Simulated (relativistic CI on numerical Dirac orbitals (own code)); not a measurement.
# Os⁴⁺: 5p photoemission

Computed with this model: Dirac-Coulomb-Breit CI, KLI orbitals optimised for each configuration, model QED, multiplet model of photoemission in the sudden approximation, unscaled Slater integrals; configurations [Xe] 4f14 5d4 → [Kr] 4d10 4f14 5s2 5p5 5d4; 300 K; Lorentzian 1.05 eV and Gaussian 0.6 eV FWHM. Energies are those of the free ion, without screening or charge transfer. The energies are binding energies and can lie tens of eV above those of solids. S is read from ⟨S²⟩ = S(S + 1).

Field parameters in Wybourne normalisation: D3d B²₀ = −7Dσ, B⁴₀ = −14Dq − 21Dτ, B⁴₃ = −14√(10/7) Dq. The field is a parameter set, without covalency.

Computed curve for free ion, scaled to 100 at the maximum (points under 2 are left out and the grid is thinned):

Energy (eV), Intensity and a bar:
```
     93.0        2.1 
     93.6        2.8 
     94.0        3.4 
     94.6        5.0 #
     95.0        6.7 ##
     95.6       11.9 ###
     96.0       19.5 ######
     96.6       50.5 #################
     97.0       88.2 ##############################
     97.6       84.5 #############################
     98.0       49.5 ################
     98.6       25.4 ########
     99.0       24.3 ########
     99.6       34.5 ###########
    100.0       31.7 ##########
    100.6       16.6 #####
    101.0       10.6 ###
    101.6        6.4 ##
    102.0        5.5 #
    102.6        5.9 #
    103.0        7.7 ##
    103.6       14.9 ####
    104.0       18.0 ######
    104.6       11.5 ###
    105.0        8.6 ##
    105.6        9.2 ##
    106.0        9.5 ###
    106.6        8.5 ##
    107.0        6.7 ##
    107.6        4.7 #
    108.0        4.7 #
    108.6        5.6 #
    109.0        5.3 #
    109.6        3.9 #
    110.0        4.2 #
    110.6        6.3 #
    111.0        8.2 ##
    111.6        8.8 ##
    112.0        6.9 ##
    112.6        3.5 
    113.0        2.4 
    116.8        2.3 
    117.2        3.1 
    117.8        5.5 #
    118.2        8.5 ##
    118.8       12.1 ###
    119.2        9.8 ###
    119.8        7.6 ##
    120.2        8.4 ##
    120.8       15.4 #####
    121.2       27.6 #########
    121.8       36.1 ############
    122.2       23.2 #######
    122.8       10.0 ###
    123.2        7.4 ##
    123.8        6.6 ##
    124.2        6.0 #
    124.8        5.5 #
    125.2        4.2 #
    125.8        2.2
```

The ground state has S = 1.80, and the centroid lies at 105.27 eV.
